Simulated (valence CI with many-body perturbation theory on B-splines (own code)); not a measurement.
## Level structure of Si⁸⁺

Calculated by valence CI with perturbative core correlation (CI+MBPT): four valence electrons over a frozen Dirac-Fock core [He], radial functions for each j: 11 s, 11 p, 10 d, 8 f, 5 g, 2 h, with the one-electron correlation potential Σ1, the two-electron term Σ2, the three-electron term Σ3, Breit, model QED; selected CI, second order for the rest, scaled by the run's own slope (own B-spline code, finite nucleus).

No measured spectrum was set against this ion. As an estimate, levels of excited configurations hold to 0.05 to 0.15 % of their energy, terms of the ground configuration to about 0.5 %. Among the levels kept, up to 1500 cm⁻¹ of a level comes from second order outside the variational space, and about a tenth of that is noise between levels of different J, which matters for small intervals.

Levels 136 to 180 of 192, with energies above the lowest level, 2s2 2p2 3P_0. "Leading %" is the weight of the configuration and term that name the level; weights of strongly mixed levels are sums over their largest components and can fall short. Lifetimes count E1, E2, E3, M1 and M2 decay at the calculated energies, and are blank where another channel may lead or the interval is too uncertain; long ones can be off by a factor of two.

| No. | Configuration | Term | J | E (eV) | Leading % | Second component | Lifetime |
| --- | --- | --- | --- | --- | --- | --- | --- |
| 136 | 2s 2p2 3d | 3P | 1 | 261.39 | 97 |  | 1.37 ps |
| 137 | 2s 2p2 3d | 3P | 2 | 261.43 | 97 |  | 1.37 ps |
| 138 | 2s 2p2 3p | 3S° | 1 | 262.13 | 80 | 17 % 2p3 3s 3S° | 5.32 ps |
| 139 | 2s 2p2 3d | 1D | 2 | 262.36 | 97 |  | 1.42 ps |
| 140 | 2s 2p2 3d | 3S | 1 | 262.40 | 95 |  | 1.83 ps |
| 141 | 2s 2p2 3d | 1P | 1 | 262.98 | 96 |  | 2.87 ps |
| 142 | 2s 2p2 3p | 1D° | 2 | 264.46 | 97 |  | 24.5 ps |
| 143 | 2s 2p2 3d | 1S | 0 | 265.02 | 95 |  | 2.37 ps |
| 144 | 2s 2p2 3p | 1P° | 1 | 266.15 | 87 | 8 % 2s2 2p 4s 1P° | 13.7 ps |
| 145 | 2p3 3s | 5S° | 2 | 266.19 | 99 |  | 57.5 ps |
| 146 | 2s 2p2 3d | 3D | 2 | 268.78 | 87 | 8 % 2s 2p2 3d 3F | 2.41 ps |
| 147 | 2s 2p2 3d | 3D | 1 | 268.78 | 96 |  | 2.65 ps |
| 148 | 2s 2p2 3d | 3D | 3 | 268.78 | 88 | 8 % 2s 2p2 3d 3F | 2.14 ps |
| 149 | 2s 2p2 3d | 3F | 2 | 269.58 | 70 | 10 % 2s 2p2 3d 1D | 5.04 ps |
| 150 | 2s 2p2 3d | 3F | 3 | 269.92 | 82 | 8 % 2s 2p2 3d 3D | 4.57 ps |
| 151 | 2s 2p2 3d | 3F | 4 | 270.11 | 91 |  | 5.19 ps |
| 152 | 2s 2p2 3d | 1D | 2 | 270.64 | 75 | 13 % 2s 2p2 3d 3F | 10.4 ps |
| 153 | 2s 2p2 3d | 3D | 1 | 271.27 | 71 | 16 % 2s 2p2 3d 1P | 2.66 ps |
| 154 | 2s 2p2 3d | 3D | 2 | 271.41 | 80 | 5 % 2s 2p2 3d 1D | 4.46 ps |
| 155 | 2s 2p2 3d | 3D | 3 | 271.46 | 87 | 5 % 2s2 2p 4p 3D | 6.11 ps |
| 156 | 2p3 3s | 3S° | 1 | 271.48 | 77 | 20 % 2s 2p2 3p 3S° | 5.33 ps |
| 157 | 2s 2p2 3d | 1P | 1 | 271.69 | 76 | 18 % 2s 2p2 3d 3D | 1.83 ps |
| 158 | 2s2 2p 4s | 3P° | 0 | 271.91 | 93 |  | 21.1 ps |
| 159 | 2s2 2p 4s | 3P° | 1 | 272.07 | 85 | 8 % 2s2 2p 4s 1P° | 20.0 ps |
| 160 | 2s2 2p 4s | 3P° | 2 | 272.77 | 93 |  | 20.5 ps |
| 161 | 2s 2p2 3d | 3P | 2 | 273.14 | 91 |  | 993 fs |
| 162 | 2s 2p2 3d | 3P | 1 | 273.29 | 91 | 5 % 2s2 2p 4p 3P | 999 fs |
| 163 | 2s 2p2 3d | 3P | 0 | 273.33 | 92 | 5 % 2s2 2p 4p 3P | 996 fs |
| 164 | 2s2 2p 4s | 1P° | 1 | 273.45 | 80 | 8 % 2s2 2p 4s 3P° | 13.8 ps |
| 165 | 2s 2p2 3d | 1F | 3 | 273.56 | 89 | 6 % 2s2 2p 4f 1F | 780 fs |
| 166 | 2p3 3p | 5P | 1 | 275.56 | 98 |  | 7.63 ps |
| 167 | 2p3 3s | 3D° | 1 | 275.57 | 94 |  | 11.6 ps |
| 168 | 2p3 3s | 3D° | 2 | 275.58 | 94 |  | 11.6 ps |
| 169 | 2p3 3s | 3D° | 3 | 275.59 | 94 |  | 11.5 ps |
| 170 | 2p3 3p | 5P | 2 | 275.62 | 98 |  | 7.65 ps |
| 171 | 2s 2p2 3d | 1D | 2 | 275.66 | 66 | 23 % 2s2 2p 4p 1D | 1.15 ps |
| 172 | 2s2 2p 4p | 1P | 1 | 275.69 | 51 | 37 % 2s2 2p 4p 3D | 23.1 ps |
| 173 | 2p3 3p | 5P | 3 | 275.72 | 98 |  | 7.66 ps |
| 174 | 2s2 2p 4p | 3D | 1 | 276.11 | 46 | 22 % 2s2 2p 4p 1P | 21.4 ps |
| 175 | 2s2 2p 4p | 3D | 2 | 276.23 | 81 | 4 % 2s 2p2 3d 3D | 9.83 ps |
| 176 | 2s2 2p 4p | 3S | 1 | 276.71 | 58 | 20 % 2s2 2p 4p 1P | 23.0 ps |
| 177 | 2s2 2p 4p | 3D | 3 | 276.76 | 90 | 5 % 2s 2p2 3d 3D | 34.5 ps |
| 178 | 2s2 2p 4p | 3P | 0 | 276.81 | 85 | 5 % 2s 2p2 3d 3P | 9.12 ps |
| 179 | 2s2 2p 4p | 3P | 1 | 277.22 | 68 | 19 % 2s2 2p 4p 3S | 10.9 ps |
| 180 | 2s2 2p 4p | 3P | 2 | 277.35 | 81 | 5 % 2s2 2p 4p 3D | 9.36 ps |

Names give the largest LS component (configuration and term), which can be under half, so a name can repeat, a term be missing and a line seem to break the LS rules; names also repeat where a configuration has a term twice.

Where two levels of one J and parity lie close, their mixing, g and order are uncertain.
